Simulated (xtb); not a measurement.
MgO, SMILES [O]=[Mg]. All values are semi-empirical tight-binding results from xtb (GFN2-xTB unless named), good for trends rather than for accurate numbers. Coordinates come from a GFN2-xTB optimisation.

Optimised geometry:

```xyz
2

Mg     0.0000     0.0000    -0.6570
O      0.0000     0.0000     0.9855
```
Charge 0, spin multiplicity 1.

For metal compounds this method's bond lengths and energies can be far off.

| Property | Value |
|---|---|
| point group as xtb finds it | C∞v |
| orbital gap | 2.13 eV |

Computed atomic charges and the Wiberg bond orders between heavy atoms:
charges (e) Mg1 0.42, O2 -0.42. Bond orders Mg1–O2 2.04.
